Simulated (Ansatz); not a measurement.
Stepwise reaction of chlorotrimethylsilane with hydrogen chloride, as a gas-phase model of exchange steps in deposition or etching. ΔE in kJ/mol; ΔG adds harmonic PBE0-D4 terms to CCSD(T)/CBS, at 1 bar.

Gas-phase electronic energies from Ansatz, PBE0-D4/def2-TZVP geometries. CCSD(T)/CBS adds triple-zeta CCSD(T) − MP2 to the extrapolated MP2 energy (def2 sets, frozen cores). This one scheme is used for every species. Functionals use def2-TZVPP. B3LYP here is the variant with VWN-RPA as its local correlation; programs differ in this.

```json
{"step": "1", "reaction": "`C[Si](C)(C)Cl` + HCl → `C[Si](C)(Cl)Cl` + CH₄", "PBE-D4": "-107.0", "B3LYP-D4": "-110.2", "ωB97M-V": "-108.8", "CCSD(T)/CBS": "-107.2", "ΔG(600 K)": "-96.6"}
{"step": "2", "reaction": "`C[Si](C)(Cl)Cl` + HCl → `C[Si](Cl)(Cl)Cl` + CH₄", "PBE-D4": "-93.1", "B3LYP-D4": "-95.6", "ωB97M-V": "-93.8", "CCSD(T)/CBS": "-92.6", "ΔG(600 K)": "-78.3"}
{"step": "3", "reaction": "`C[Si](Cl)(Cl)Cl` + HCl → `Cl[Si](Cl)(Cl)Cl` + CH₄", "PBE-D4": "-78.2", "B3LYP-D4": "-80.3", "ωB97M-V": "-78.5", "CCSD(T)/CBS": "-77.5", "ΔG(600 K)": "-58.7"}
```

Q: By hand: ΔE of the 3 steps together at CCSD(T)/CBS.

A: (-107.2) + (-92.6) + (-77.5) = -277.3 kJ/mol, or -92.4 kJ/mol a step.

In ΔE each step is higher than the one before. All are downhill at CCSD(T)/CBS. ΔG lies between -96.6 and -58.7 kJ/mol a step. PBE-D4 differs from CCSD(T)/CBS by -0.7 to 0.2 kJ/mol a step. Isolated molecules leave out the surface, adducts and barriers. Largest T1 diagnostic: 0.009.
